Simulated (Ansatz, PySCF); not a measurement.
CrO2F2, SMILES [F][Cr](=[O])([F])=[O], multiplicity 1. Atoms are numbered in the order given.

```xyz
5

Cr     0.0000     0.0000     0.0498
O      0.0000     1.2470     0.9506
O      0.0000    -1.2470     0.9506
F     -1.3910     0.0000    -0.9189
F      1.3910     0.0000    -0.9189
```

Coordinates come from a B3LYP-D3(BJ)/def2-SVP optimisation. The spin state was assumed, not searched. The isomer is the one that the SMILES or the coordinates give; other isomers of the formula were not compared.

Two levels are set side by side: PBE-D3(BJ)/def2-SVP (Ansatz, a quantum-chemistry and plane-wave program) and B3LYP-D3(BJ)/def2-SVP (PySCF). Each level has its own optimised geometry; the coordinates shown are those of the second. Frequencies come from the Hessian of PySCF at each geometry. Differences are taken from unrounded values.

```
quantity                            B3LYP-D3(BJ)
----------------------------------  ------------
mean bond length (Å)                       1.617
bond Cr1–O2 (Å)                            1.538
bond Cr1–O3 (Å)                            1.538
bond Cr1–F4 (Å)                            1.695
bond Cr1–F5 (Å)                            1.695
highest harmonic wavenumber (cm⁻¹)          1156
mean harmonic wavenumber (cm⁻¹)              610
zero-point energy (kcal/mol)                7.85
```

Q: What does PBE-D3(BJ) give, and how far is it from B3LYP-D3(BJ)? (The exact figures need the calculation; the answer reports its results.)

A: 
```tsv
quantity	PBE-D3(BJ)	PBE-D3(BJ) minus B3LYP-D3(BJ)
mean bond length (Å)	1.631	0.014
bond Cr1–O2 (Å)	1.557	0.019
bond Cr1–O3 (Å)	1.557	0.019
bond Cr1–F4 (Å)	1.704	0.009
bond Cr1–F5 (Å)	1.704	0.009
highest harmonic wavenumber (cm⁻¹)	1105	-51
mean harmonic wavenumber (cm⁻¹)	585	-24
zero-point energy (kcal/mol)	7.53	-0.31
```

Exact exchange shortens and stiffens bonds; PBE has none. Differences between two approximate levels are no errors against the true value.
